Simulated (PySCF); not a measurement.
PySCF input file for Si(F)(Me)2(SeH) (C2H7FSeSi), SMILES C[Si](C)(F)[SeH], TDA-PBE/def2-SVPD. Coordinates come from a B3LYP-D3(BJ)/def2-SVP optimisation. The values are those of a single conformer.

```python
import numpy as np
from pyscf import gto, scf, dft, tdscf

mol = gto.M(
    atom='''
    C     1.81632723   -0.21455485   -1.40309863
    Si    0.44262048   -0.67832441   -0.22853896
    C    -0.67340985   -2.00674316   -0.91520656
    F     1.11458279   -1.23707969    1.15430091
    Se   -0.74899905    1.16780538    0.46371439
    H     1.40458644    0.22003561   -2.32843776
    H     2.48532716    0.52956467   -0.94504831
    H     2.41004895   -1.10280218   -1.67616552
    H    -1.43519059   -2.29551171   -0.17530939
    H    -1.19332875   -1.64743822   -1.81809464
    H    -0.08950357   -2.90135996   -1.18869585
    H    -1.20140816    1.45017590   -0.91386936
    ''',
    basis='def2-SVPD',
    charge=0,
    spin=0,
    max_memory=1600,
    verbose=4,
)
mf = dft.RKS(mol, xc='pbe').density_fit(auxbasis='def2-universal-jkfit')
mf.grids.level = 3
mf.conv_tol = 1e-9
mf.max_cycle = 100
mf.kernel()
mf.grids = dft.Grids(mol).set(level=1).build(with_non0tab=True)  # coarser grid for the response kernel
td = tdscf.TDA(mf)
td.singlet = True
td.nstates = 10
td.conv_tol = 1e-4
td.positive_eig_threshold = 1e-6
td.kernel(x0=td.get_init_guess(mf, 15))
td.analyze()
tt = tdscf.TDA(mf)
tt.singlet = False
tt.nstates = 4
tt.conv_tol = 1e-4
tt.positive_eig_threshold = 1e-6
tt.kernel(x0=tt.get_init_guess(mf, 9))
tt.analyze(verbose=3)
```

Log of the run:

```
PySCF version 2.14.0

[INPUT] verbose = 4
[INPUT] num. atoms = 12
[INPUT] num. electrons = 76
[INPUT] charge = 0
[INPUT] spin (= nelec alpha-beta = 2S) = 0
[INPUT] symmetry False subgroup None
[INPUT] Mole.unit = angstrom
[INPUT] Symbol           X                Y                Z      unit          X                Y                Z       unit  Magmom
[INPUT]  1 C      1.816327230000  -0.214554850000  -1.403098630000 AA    3.432361017290  -0.405449905197  -2.651472136452 Bohr   0.0
[INPUT]  2 Si     0.442620480000  -0.678324410000  -0.228538960000 AA    0.836431484324  -1.281847358507  -0.431876043193 Bohr   0.0
[INPUT]  3 C     -0.673409850000  -2.006743160000  -0.915206560000 AA   -1.272560186084  -3.792194974744  -1.729489745805 Bohr   0.0
[INPUT]  4 F      1.114582790000  -1.237079690000   1.154300910000 AA    2.106256216254  -2.337741808362   2.181312585236 Bohr   0.0
[INPUT]  5 Se    -0.748999050000   1.167805380000   0.463714390000 AA   -1.415403072059   2.206832334994   0.876293197120 Bohr   0.0
[INPUT]  6 H      1.404586440000   0.220035610000  -2.328437760000 AA    2.654283689878   0.415807040552  -4.400109664496 Bohr   0.0
[INPUT]  7 H      2.485327160000   0.529564670000  -0.945048310000 AA    4.696587662343   1.000732191546  -1.785882480383 Bohr   0.0
[INPUT]  8 H      2.410048950000  -1.102802180000  -1.676165520000 AA    4.554332462296  -2.083994089773  -3.167493772239 Bohr   0.0
[INPUT]  9 H     -1.435190590000  -2.295511710000  -0.175309390000 AA   -2.712117151653  -4.337888447632  -0.331286734165 Bohr   0.0
[INPUT] 10 H     -1.193328750000  -1.647438220000  -1.818094640000 AA   -2.255064514070  -3.113207042941  -3.435700938140 Bohr   0.0
[INPUT] 11 H     -0.089503570000  -2.901359960000  -1.188695850000 AA   -0.169137234471  -5.482775713179  -2.246309601907 Bohr   0.0
[INPUT] 12 H     -1.201408160000   1.450175900000  -0.913869360000 AA   -2.270332386218   2.740435283445  -1.726962804032 Bohr   0.0

nuclear repulsion = 437.210495288774
number of shells = 78
number of NR pGTOs = 288
number of NR cGTOs = 184
basis = def2-SVPD
ecp = {}


[settings echo left out]
init E= -2869.37269068392
  HOMO = -0.269361718636904  LUMO = -0.0627958584596739  gap/eV = 5.62094
cycle= 1 E= -2870.08153713971  delta_E= -0.709  |g|= 0.741  |ddm|= 4.56
  HOMO = -0.180399026702913  LUMO = -0.0298162459682736  gap/eV = 4.09757
cycle= 2 E= -2869.84409382557  delta_E= 0.237  |g|= 1.32  |ddm|= 1.88
  HOMO = -0.199862765323024  LUMO = -0.0327425698077541  gap/eV = 4.54757
cycle= 3 E= -2870.19363122766  delta_E= -0.35  |g|= 0.225  |ddm|= 1.25
  HOMO = -0.213330152560206  LUMO = -0.0374520010568684  gap/eV = 4.78589
cycle= 4 E= -2870.20344121658  delta_E= -0.00981  |g|= 0.0543  |ddm|= 0.279
  HOMO = -0.215574649804019  LUMO = -0.0385228886874027  gap/eV = 4.81782
cycle= 5 E= -2870.20400120779  delta_E= -0.00056  |g|= 0.011  |ddm|= 0.0626
  HOMO = -0.213566066962798  LUMO = -0.0377532268818865  gap/eV = 4.78411
cycle= 6 E= -2870.20402636983  delta_E= -2.52e-05  |g|= 0.00737  |ddm|= 0.0289
  HOMO = -0.214168142066006  LUMO = -0.0379138699529933  gap/eV = 4.79612
cycle= 7 E= -2870.20404108525  delta_E= -1.47e-05  |g|= 0.000839  |ddm|= 0.0123
  HOMO = -0.214177486465654  LUMO = -0.0379416549940519  gap/eV = 4.79562
cycle= 8 E= -2870.20404122512  delta_E= -1.4e-07  |g|= 0.00028  |ddm|= 0.00147
  HOMO = -0.214156530321745  LUMO = -0.0379278460509092  gap/eV = 4.79543
cycle= 9 E= -2870.20404124795  delta_E= -2.28e-08  |g|= 4.37e-05  |ddm|= 0.00051
  HOMO = -0.214163122723114  LUMO = -0.0379311088429821  gap/eV = 4.79552
cycle= 10 E= -2870.20404124845  delta_E= -5.02e-10  |g|= 1.63e-05  |ddm|= 0.000101
  HOMO = -0.21416114631108  LUMO = -0.0379308501610249  gap/eV = 4.79547
Extra cycle  E= -2870.20404124833  delta_E= 1.26e-10  |g|= 2.69e-05  |ddm|= 7.08e-05
converged SCF energy = -2870.20404124833
tot grids = 46712
Overwritten attributes  positive_eig_threshold  of <class 'pyscf.tdscf.rks.TDA'>


******** <class 'pyscf.tdscf.rks.TDA'> for <class 'pyscf.df.df_jk.DFRKS'> ********
nstates = 10 singlet
deg_eia_thresh = 1.000e-03
wfnsym = None
conv_tol = 0.0001
eigh lindep = 1e-12
eigh level_shift = 0
eigh max_cycle = 100


Excitation energies (eV)
[4.92803083 5.45880431 5.94630916 6.04572318 6.56186701 6.6138969
 6.665512   6.84926749 7.03103426 7.27004332]

** Singlet excitation energies and oscillator strengths **
Excited State   1:      4.92803 eV    251.59 nm  f=0.0114
      38 -> 39       -0.70425
Excited State   2:      5.45880 eV    227.13 nm  f=0.0621
      38 -> 40        0.70219
Excited State   3:      5.94631 eV    208.51 nm  f=0.0005
      38 -> 41        0.69076
      38 -> 42       -0.13145
Excited State   4:      6.04572 eV    205.08 nm  f=0.0001
      38 -> 41        0.12503
      38 -> 42        0.68970
Excited State   5:      6.56187 eV    188.95 nm  f=0.0098
      37 -> 39        0.43246
      38 -> 43        0.55103
Excited State   6:      6.61390 eV    187.46 nm  f=0.0102
      37 -> 39       -0.52802
      37 -> 40       -0.19465
      38 -> 43        0.41241
Excited State   7:      6.66551 eV    186.01 nm  f=0.0089
      38 -> 44       -0.70540
Excited State   8:      6.84927 eV    181.02 nm  f=0.0001
      36 -> 39        0.70359
Excited State   9:      7.03103 eV    176.34 nm  f=0.0243
      37 -> 40        0.24465
      38 -> 45       -0.65548
Excited State  10:      7.27004 eV    170.54 nm  f=0.0521
      38 -> 46        0.65251
      38 -> 47        0.10405
      38 -> 48       -0.22669

** Transition electric dipole moments (AU) **
state          X           Y           Z        Dip. S.      Osc.
  1        -0.2478     -0.1759      0.0453      0.0944      0.0114
  2         0.5472      0.3932     -0.1011      0.4643      0.0621
  3        -0.0495     -0.0324      0.0091      0.0036      0.0005
  4         0.0199      0.0114     -0.0052      0.0006      0.0001
  5        -0.0505      0.1345      0.2014      0.0612      0.0098
  6         0.0823     -0.1507     -0.1821      0.0627      0.0102
  7        -0.1843     -0.1382      0.0340      0.0542      0.0089
  8        -0.0194     -0.0111      0.0027      0.0005      0.0001
  9         0.1850     -0.2971     -0.1368      0.1412      0.0243
 10        -0.4323     -0.3154      0.0786      0.2925      0.0521

** Transition velocity dipole moments (imaginary part, AU) **
state          X           Y           Z        Dip. S.      Osc.
  1        -0.0535     -0.0380      0.0097      0.0044      0.0162
  2         0.0915      0.0656     -0.0172      0.0130      0.0431
  3        -0.0212     -0.0146      0.0036      0.0007      0.0021
  4        -0.0167     -0.0122      0.0028      0.0004      0.0013
  5        -0.0219      0.0441      0.0418      0.0042      0.0115
  6         0.0432     -0.0713     -0.0520      0.0096      0.0265
  7        -0.0396     -0.0305      0.0068      0.0025      0.0069
  8         0.0076      0.0062     -0.0017      0.0001      0.0003
  9         0.0414     -0.0679     -0.0367      0.0077      0.0198
 10        -0.0601     -0.0442      0.0108      0.0057      0.0142

** Transition magnetic dipole moments (imaginary part, AU) **
state          X           Y           Z
  1        -0.0079     -0.1210     -0.5118
  2         0.0966     -0.0811      0.2153
  3        -0.1461      0.2135      0.0497
  4         0.1520     -0.2367     -0.0839
  5         0.0026      0.0048      0.0048
  6         0.0622      0.0476     -0.0031
  7        -0.0181     -0.0376     -0.2457
  8         0.0064     -0.1542     -0.5571
  9        -0.0783     -0.0550      0.0154
 10        -0.1902      0.2031     -0.2588


******** <class 'pyscf.tdscf.rks.TDA'> for <class 'pyscf.df.df_jk.DFRKS'> ********
nstates = 4 triplet
deg_eia_thresh = 1.000e-03
wfnsym = None
conv_tol = 0.0001
eigh lindep = 1e-12
eigh level_shift = 0
eigh max_cycle = 100


Excitation energies (eV)
[4.58283336 5.16341632 5.80626183 5.88779874]

** Triplet excitation energies and oscillator strengths **
Excited State   1:      4.58283 eV    270.54 nm  f=0.0000
Excited State   2:      5.16342 eV    240.12 nm  f=0.0000
Excited State   3:      5.80626 eV    213.54 nm  f=0.0000
Excited State   4:      5.88780 eV    210.58 nm  f=0.0000
```

Self-consistency was reached.
